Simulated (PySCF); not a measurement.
dimethoxyethane (C$_{4}$H$_{10}$O$_{2}$), singlet, at a GFN2-xTB geometry. Base run: BLYP/STO-3G in PySCF.

Here is a job for PySCF.
```python
from pyscf import gto, scf, dft

mol = gto.Mole()
mol.atom = '''
    C     2.723918    0.618494   -0.048285
    O     1.467993    0.225281    0.437443
    C     0.731716   -0.532983   -0.491397
    C    -0.663293   -0.785087    0.068050
    O    -1.495180    0.298432   -0.269233
    C    -2.767254    0.216302    0.316410
    H     3.344899   -0.251953   -0.298347
    H     3.201048    1.187584    0.746764
    H     2.627283    1.248033   -0.941650
    H     1.240649   -1.491730   -0.681294
    H     0.636639    0.009139   -1.443045
    H    -1.074006   -1.718376   -0.349750
    H    -0.590880   -0.890623    1.159924
    H    -3.295946   -0.691060   -0.004537
    H    -2.703255    0.215449    1.411701
    H    -3.319462    1.093477   -0.014117
'''
mol.basis = 'sto-3g'
mol.charge = 0
mol.spin = 0
mol.verbose = 4
mol.symmetry = True
mol.build()

mf = dft.RKS(mol)
mf.xc = 'blyp'
mf.kernel()
mf.analyze()
```

The base run was repeated with changes; each row names its change, and settings that it needs were set with it.

```json
[
 {"change": "base", "ΔE vs base (mEh)": "0.000", "point group used": "C2", "SCF cycles": "9"},
 {"change": "symmetry = off", "ΔE vs base (mEh)": "0.000", "point group used": "C1", "SCF cycles": "9"},
 {"change": "irrep_nelec = A:24 B:26", "ΔE vs base (mEh)": "765.2", "point group used": "C2", "SCF cycles": "10"},
 {"change": "irrep_nelec = A:28 B:22", "ΔE vs base (mEh)": "749.2", "point group used": "C2", "SCF cycles": "10"}
]
```
